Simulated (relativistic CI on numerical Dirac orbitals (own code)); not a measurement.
# Electric-dipole transitions in Ta⁵³⁺

Method of calculation: Dirac-Coulomb-Breit CI, orbitals from a KLI potential per configuration, QED by a radiative potential, unscaled Slater integrals (own radial code, finite nucleus).

CI space (outside the closed core [Ne]): 3s2.3p6.3d2, 3s2.3p5.3d3, 3s.3p6.3d3, 3s2.3p6.3d.4s, 3s2.3p6.3d.4p, 3s2.3p6.3d.4d, 3s2.3p5.3d2.4s, 3s2.3p6.3d.4f, 3s2.3p5.3d2.4p, 3s2.3p5.3d2.4d, 3p6.3d4, 3p5.3d5, 3p5.3d4.4s, 3p6.3d3.4s, 3p5.3d3.4s2. Double excitations out of closed p, d and f shells are left out; levels of such configurations are missing from the list, as are those of other unlisted configurations, and high levels can miss mixing partners. These lack a partner that the ground configuration has and come out too high: 3s2.3p5.3d2.4p, 3s2.3p5.3d2.4d.

| λ vac (Å) | Lower | Upper | A (s⁻¹) | gf | Branching (%) |
| --- | --- | --- | --- | --- | --- |
| 19.296 | 3s2.3p6.3d2 3F_2 [1] | 3s2.3p5.3d3 3D°_1 [83] | 5.26e+12 | 8.81e-01 | 72.1 |
| 19.558 | 3s2.3p6.3d2 3P_2 [4] | 3s2.3p5.3d3 3S°_1 [94] | 4.82e+12 | 8.29e-01 | 71.8 |
| 19.622 | 3s2.3p6.3d2 3F_3 [3] | 3s2.3p5.3d3 3F°_3 [91] | 2.03e+12 | 8.18e-01 | 50.4 |
| 19.638 | 3s2.3p6.3d2 1G_4 [5] | 3s2.3p5.3d3 1F°_3 [95] | 4.39e+12 | 1.78e+00 | 91.7 |
| 19.744 | 3s2.3p6.3d2 3F_3 [3] | 3s2.3p5.3d3 3D°_2 [90] | 3.92e+12 | 1.15e+00 | 89.7 |
| 19.829 | 3s2.3p6.3d2 1G_4 [5] | 3s2.3p5.3d3 1G°_4 [92] | 4.97e+12 | 2.64e+00 | 83.1 |
| 19.862 | 3s2.3p6.3d2 3F_4 [7] | 3s2.3p5.3d3 3D°_3 [109] | 2.51e+12 | 1.04e+00 | 60.4 |
| 19.956 | 3s2.3p6.3d2 3P_2 [4] | 3s2.3p5.3d3 3F°_3 [91] | 1.95e+12 | 8.15e-01 | 48.6 |
| 20.003 | 3s2.3p6.3d2 3F_4 [7] | 3s2.3p5.3d3 3F°_4 [108] | 3.66e+12 | 1.98e+00 | 99.9 |
| 20.068 | 3s2.3p6.3d2 3F_4 [7] | 3s2.3p5.3d3 3G°_5 [107] | 3.01e+12 | 2.00e+00 | 99.0 |
| 20.453 | 3s2.3p6.3d2 3F_2 [1] | 3s2.3p5.3d3 3F°_2 [82] | 3.12e+12 | 9.77e-01 | 99.7 |
| 22.779 | 3s2.3p5.3d3 3H°_6 [21] | 3s.3p6.3d3 3G_5 [126] | 2.48e+12 | 2.12e+00 | 58.1 |
| 31.447 | 3s2.3p6.3d2 3F_3 [3] | 3s2.3p5.3d3 3F°_3 [64] | 7.77e+11 | 8.06e-01 | 59.7 |
| 31.708 | 3s2.3p6.3d2 1G_4 [5] | 3s2.3p5.3d3 1F°_3 [69] | 1.18e+12 | 1.25e+00 | 92.0 |
| 31.726 | 3s2.3p6.3d2 3F_4 [7] | 3s2.3p5.3d3 3D°_3 [79] | 1.22e+12 | 1.28e+00 | 93.2 |
| 32.201 | 3s2.3p6.3d2 3F_2 [1] | 3s2.3p5.3d3 3G°_3 [34] | 9.75e+11 | 1.06e+00 | 99.7 |
| 32.320 | 3s2.3p6.3d2 3F_2 [1] | 3s2.3p5.3d3 3F°_2 [33] | 1.05e+12 | 8.19e-01 | 99.6 |
| 32.532 | 3s2.3p6.3d2 1G_4 [5] | 3s2.3p5.3d3 1G°_4 [65] | 1.07e+12 | 1.52e+00 | 86.7 |
| 32.777 | 3s2.3p6.3d2 3F_4 [7] | 3s2.3p5.3d3 3F°_4 [77] | 1.06e+12 | 1.53e+00 | 95.8 |
| 33.642 | 3s2.3p6.3d2 1G_4 [5] | 3s2.3p5.3d3 1H°_5 [58] | 4.60e+11 | 8.58e-01 | 99.6 |

Terms are leading LS components. Brackets give the number of a level in order of energy, since labels repeat. The list gives strong lines, with weight on those to low levels, without lines whose two gauges differ by over a factor of 2.5, among the lowest 200 of 1699 levels, so that lines to higher ones, which can be the strongest, are missing. Levels whose partners in the same complex of configurations lie outside the list can be far off, and so can their lines. Rates are taken at the computed energies, electric ones in the length gauge.

At this charge energies of transitions that change n are usually good to better than 1 %, and those within a shell (Δn = 0) to a few per cent.

LS names give the leading component of a level, which can be under half, so a name can repeat, a term be missing and a line seem to break the LS rules.
